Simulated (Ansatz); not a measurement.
`C=C[SiH2][S][GeH3]` + HBr → `C=C[SiH2]Br` + `[SH][GeH3]` at 400 K and 1 bar (ligand exchange at the Si–S bond).

Calculated with Ansatz (gas phase, PBE0-D4/def2-TZVP geometries, no zero-point term in ΔE). CCSD(T)/CBS is the MP2 limit (def2-TZVPP, def2-QZVPP) plus CCSD(T) − MP2 in def2-TZVPP, frozen cores. For Br, Ge outer-core shells are correlated without core-valence functions, which leaves a few kJ/mol of doubt a bond. Scalar relativity is left out up to krypton. One conformer a species, not always the lowest.

```csv
species,CCSD(T)/CBS energy (Eh),H − E (kJ/mol),S (J/(mol·K))
`C=C[SiH2][S][GeH3]`,-2843.90672,265.8,438.7
HBr,-2573.91920,27.6,207.2
`C=C[SiH2]Br`,-2941.53535,187.4,360.4
`[SH][GeH3]`,-2476.30083,106.6,308.1
```

H − E and S are ideal-gas, rigid-rotor, harmonic terms from PBE0-D4/def2-TZVP, for one conformer and one mirror image of each species. 1 Eh = 2625.50 kJ/mol, R = 8.31446 J/(mol·K).

Q: By hand: ΔE, ΔH, ΔS and ΔG.

A: ΔE = (-2941.53535) + (-2476.30083) − (-2843.90672) − (-2573.91920) = -0.01026 Eh = -26.9 kJ/mol. Δ(H − E) = 187.4 + 106.6 − 265.8 − 27.6 = 0.6, so ΔH = -26.3 kJ/mol. ΔS = 360.4 + 308.1 − 438.7 − 207.2 = 22.6 J/(mol·K). ΔG = -26.3 − 400 × (22.6)/1000 = -35.3 kJ/mol.

Q: By hand: the equilibrium constant, and the temperature at which ΔG would vanish if ΔH and ΔS stayed fixed.

A: log₁₀ K = −ΔG/(RT ln 10) = 4.6. ΔH and −TΔS have one sign here, so there is no such temperature.

TΔS isn't small against ΔH here. A doubt of 5 kJ/mol in ΔE shifts log₁₀ K by 0.7 here. Other conformers and mirror images would add mixing entropy, several J/(mol·K) or more a flexible species. Modes under 60 cm⁻¹, often nearly free rotors, make the harmonic entropy too high. These are equilibria of isolated gas molecules and say nothing of rates. Largest T1 diagnostic: 0.012 (customary marks: 0.02 for closed shells, 0.045 for open ones).
